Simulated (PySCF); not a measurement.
**From a computed spectrum to the compound**

A species of 13 atoms with charge 3 has these harmonic modes (PBE0, small Gaussian bases with core potentials, PySCF 2.14.0):

```csv
cm⁻¹,km/mol,symmetry
31,3.1,
31,3.0,
35,2.2,
51,1.7,
54,0.0,
91,2.0,
92,1.8,
143,0.0,
166,0.4,
359,0.0,
363,14.7,
363,14.7,
366,18.4,
586,0.0,
588,13.7,
588,13.5,
603,48.4,
636,0.0,
640,588.2,
641,588.3,
651,527.3,
1676,183.8,
1676,157.3,
1676,157.3,
1678,0.0,
3643,578.7,
3644,603.1,
3644,647.5,
3659,0.2,
3688,1.1,
3689,509.9,
3689,497.0,
3690,467.3,
```

(1) Which species is it, and in which structure?

Answers

(1) [La(H2O)4]3+ (singlet):
```xyz
13

La    0.0000    0.0000    0.0000
O     1.4592    1.3453    1.4061
H     1.4035    1.5005    2.3746
H     2.2553    1.8573    1.1435
O    -1.4592   -1.4061    1.3454
H    -2.2555   -1.1435    1.8571
H    -1.4037   -2.3746    1.5004
O     1.4592   -1.3453   -1.4061
H     2.2553   -1.8573   -1.1435
H     1.4035   -1.5005   -2.3746
O    -1.4592    1.4061   -1.3454
H    -1.4037    2.3746   -1.5004
H    -2.2555    1.1435   -1.8571
```
Ideal gas at 298.15 K and 1 bar: S = 486.0 J/(mol K), Cp = 166.9 J/(mol K), H − H(0 K) = 35.3 kJ/mol (rigid rotor, harmonic modes, spin degeneracy alone; the modes under 60 cm⁻¹ make these uncertain). 
 The answer isn't unique; the calculation gave this one.
